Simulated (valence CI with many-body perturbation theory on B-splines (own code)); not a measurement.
## Cr XX: electric-dipole lines

Method: relativistic CI+MBPT: three valence electrons over a frozen Dirac-Fock core [He], radial functions for each j: 11 s, 11 p, 9 d, 7 f, 5 g, 2 h, 1 i, with the one-electron correlation potential Σ1, the two-electron term Σ2, the three-electron term Σ3, Breit, model QED; selected CI, second order for the rest (own B-spline code, finite nucleus).

No measured spectrum was set against this ion. As an estimate, levels of excited configurations hold to 0.05 to 0.15 % of their energy, terms of the ground configuration to about 0.5 %.

Lines 201 to 250 of 255 in falling wavelength, among levels below 982.33 eV, chosen from the strongest by gf and those to the six lowest levels. Wavelengths and rates use the calculated energies, so an error of 600 cm⁻¹ moves a line at 1.383 nm by 0.0083 % and its rate by three times that or more. Electric multipoles are in the length gauge, E1 and E2 with the static RPA response of the core. Weak lines are less certain than strong ones. Lines between different terms over intervals too small for the method are left out, as are lines whose strength nearly cancels. The highest levels of a list are the least certain.

Names give the largest LS component (configuration and term), which can be under half, so a name can repeat, a term be missing and a line seem to break the LS rules; names also repeat where a configuration has a term twice. Letters in brackets count levels of one name in rising energy.

```csv
λ vac (nm),Upper,Lower,A (s⁻¹),S (a.u.) with core polarisation,S without
1.383,2p2 3p 4P°_1/2,2s 2p2 2D_3/2,1.46e+11,3.81e-04,3.80e-04
1.382,2s 2p 3d 2P°_1/2 [a],2s 2p2 4P_1/2,1.02e+11,2.67e-04,2.67e-04
1.381,2p2 3p 4P°_5/2,2s 2p2 2D_3/2,3.79e+10,2.96e-04,2.94e-04
1.381,2s 2p 3p 4D_3/2,2s2 2p 2P°_1/2,4.25e+11,2.21e-03,2.21e-03
1.379,2p2 3p 2D°_3/2,2s 2p2 2D_3/2,5.95e+11,3.08e-03,3.08e-03
1.377,2s 2p 3p 4P_3/2,2s2 2p 2P°_3/2,2.04e+12,1.05e-02,1.05e-02
1.375,2s 2p 3p 2P_3/2 [a],2s2 2p 2P°_1/2,1.57e+12,8.06e-03,8.05e-03
1.375,2s 2p 3p 4S_3/2 [b],2s2 2p 2P°_3/2,1.48e+12,7.58e-03,7.57e-03
1.375,2s 2p 3p 2P_1/2 [a],2s2 2p 2P°_1/2,4.06e+12,1.04e-02,1.04e-02
1.374,2s 2p 3p 4P_5/2,2s2 2p 2P°_3/2,1.22e+12,9.37e-03,9.36e-03
1.369,2s 2p 3p 4P_1/2,2s2 2p 2P°_1/2,1.53e+11,3.87e-04,3.86e-04
1.368,2s 2p 3p 2D_5/2 [a],2s2 2p 2P°_3/2,5.18e+12,3.93e-02,3.92e-02
1.367,2s 2p 3p 4S_3/2 [a],2s2 2p 2P°_1/2,2.50e+12,1.26e-02,1.26e-02
1.366,2s 2p 3d 2F°_7/2 [b],2s 2p2 4P_5/2,6.45e+10,6.49e-04,6.49e-04
1.362,2s 2p 3p 2S_1/2 [a],2s2 2p 2P°_3/2,5.12e+12,1.28e-02,1.27e-02
1.362,2s 2p 3p 4P_3/2,2s2 2p 2P°_1/2,1.25e+12,6.22e-03,6.21e-03
1.359,2s 2p 3p 4S_3/2 [b],2s2 2p 2P°_1/2,7.93e+11,3.93e-03,3.92e-03
1.347,2s 2p 3p 2S_1/2 [a],2s2 2p 2P°_1/2,1.23e+12,2.96e-03,2.95e-03
1.346,2p2 3p 4P°_3/2,2s 2p2 4P_5/2,4.34e+11,2.09e-03,2.09e-03
1.346,2s 2p 3d 2P°_1/2 [b],2s 2p2 4P_1/2,6.02e+11,1.45e-03,1.44e-03
1.346,2p2 3p 4D°_5/2,2s 2p2 4P_5/2,1.49e+11,1.08e-03,1.07e-03
1.345,2p2 3p 4D°_3/2,2s 2p2 4P_3/2,4.06e+11,1.95e-03,1.94e-03
1.345,2p2 3p 2S°_1/2,2s 2p2 4P_3/2,9.32e+11,2.24e-03,2.23e-03
1.344,2s 2p 3d 2P°_3/2 [b],2s 2p2 4P_1/2,5.57e+10,2.67e-04,2.66e-04
1.344,2s 2p 3d 2P°_1/2 [c],2s 2p2 4P_1/2,9.76e+11,2.34e-03,2.33e-03
1.342,2p2 3p 4P°_5/2,2s 2p2 4P_5/2,1.57e+12,1.12e-02,1.12e-02
1.340,2p2 3p 2D°_3/2,2s 2p2 4P_5/2,1.73e+11,8.23e-04,8.21e-04
1.340,2p2 3p 4D°_7/2,2s 2p2 4P_5/2,2.16e+12,2.05e-02,2.04e-02
1.339,2p2 3p 4P°_3/2,2s 2p2 4P_3/2,9.79e+11,4.65e-03,4.63e-03
1.339,2p2 3p 4D°_5/2,2s 2p2 4P_3/2,2.08e+12,1.48e-02,1.48e-02
1.339,2p2 3p 4D°_3/2,2s 2p2 4P_1/2,1.75e+12,8.30e-03,8.28e-03
1.338,2p2 3p 2S°_1/2,2s 2p2 4P_1/2,2.69e+11,6.37e-04,6.34e-04
1.337,2p2 3p 4P°_1/2,2s 2p2 4P_3/2,1.60e+12,3.78e-03,3.77e-03
1.335,2p2 3p 4P°_5/2,2s 2p2 4P_3/2,2.15e+11,1.52e-03,1.51e-03
1.334,2p2 3p 2D°_3/2,2s 2p2 4P_3/2,4.40e+11,2.06e-03,2.05e-03
1.333,2p2 3p 4P°_3/2,2s 2p2 4P_1/2,2.61e+11,1.22e-03,1.22e-03
1.331,2s 2p 3p 2P_1/2 [b],2s2 2p 2P°_3/2,1.27e+12,2.95e-03,2.95e-03
1.331,2s 2p 3p 2D_3/2,2s2 2p 2P°_3/2,1.09e+12,5.09e-03,5.08e-03
1.330,2p2 3p 4P°_1/2,2s 2p2 4P_1/2,3.21e+11,7.45e-04,7.44e-04
1.328,2s 2p 3p 2D_5/2 [b],2s2 2p 2P°_3/2,6.84e+11,4.75e-03,4.73e-03
1.327,2s 2p 3p 2P_3/2 [b],2s2 2p 2P°_3/2,1.08e+12,4.99e-03,4.99e-03
1.327,2p2 3p 2D°_3/2,2s 2p2 4P_1/2,3.48e+11,1.61e-03,1.60e-03
1.322,2s 2p 3p 2S_1/2 [b],2s2 2p 2P°_3/2,2.63e+11,5.99e-04,5.99e-04
1.317,2s 2p 3p 2P_1/2 [b],2s2 2p 2P°_1/2,6.60e+11,1.49e-03,1.48e-03
1.313,2s 2p 3p 2P_3/2 [b],2s2 2p 2P°_1/2,3.65e+11,1.63e-03,1.62e-03
1.312,2p2 3s 4P_3/2,2s2 2p 2P°_3/2,4.35e+10,1.94e-04,1.93e-04
1.308,2s 2p 3p 2S_1/2 [b],2s2 2p 2P°_1/2,1.41e+11,3.11e-04,3.10e-04
1.306,2p2 3s 4P_5/2,2s2 2p 2P°_3/2,3.67e+10,2.42e-04,2.42e-04
1.303,2p2 3s 4P_1/2,2s2 2p 2P°_1/2,1.91e+11,4.17e-04,4.16e-04
1.301,2p2 3s 2P_1/2,2s2 2p 2P°_3/2,1.76e+11,3.83e-04,3.82e-04
```
